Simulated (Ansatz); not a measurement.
Geometry optimisation, RKS PBE0/cc-pVDZ (Ansatz).

Input file:

```yaml
crystal:
  periodic: [false, false, false]
  atoms:
    - { symbol: F, position_ang: [1.1433, -0.5329, 2.4232] }
    - { symbol: Al, position_ang: [0.5937, -0.8982, 0.7283] }
    - { symbol: F, position_ang: [0.9044, -2.531, 0.0466] }
    - { symbol: Si, position_ang: [-0.426, 0.7281, -0.6033] }
    - { symbol: H, position_ang: [0.3006, 0.9768, -1.8229] }
    - { symbol: H, position_ang: [-0.6575, 1.9762, 0.1688] }
    - { symbol: H, position_ang: [-1.7974, 0.213, -0.9863] }
basis:
  gaussian: { orbitals: cc-pVDZ }
hamiltonian:
  xc: pbe0
relax:
  f_tol: 0.015
  max_steps: 40
output:
  orbitals: {}
```

Run as:

```bash
$ ansatz run input.yaml --threads 1 --pin off --max-ram 2048MiB --backend cpu --events-out ev --progress --plain --runs-dir out
```

Question: Where does it end, and by what steps?

Answer: It converged. After 5 steps the energy has fallen by 0.439 eV; F1 moved furthest, 0.14 Å.

```
step  energy less start (eV)  largest force component (eV/Å)  accepted
   0                  0.0000                           2.571       yes
   1                 -0.3234                           1.556       yes
   2                 -0.4129                           0.541       yes
   3                 -0.4301                           0.279       yes
   4                 -0.4366                           0.167       yes
   5                 -0.4390                           0.012       yes
```

```xyz
7
Properties=species:S:1:pos:R:3
F 1.179 -0.630 2.328
Al 0.632 -0.930 0.761
F 0.908 -2.483 0.159
Si -0.489 0.740 -0.598
H 0.334 1.002 -1.824
H -0.678 2.020 0.156
H -1.825 0.212 -1.027
```

Whether the end is a true minimum wasn't checked by a vibrational analysis.

Run time: 45 s on 1 thread of Intel(R) Xeon(R) Processor @ 2.50GHz (Skylake/Cascade Lake) (shared host), peak memory 0.16 GiB.
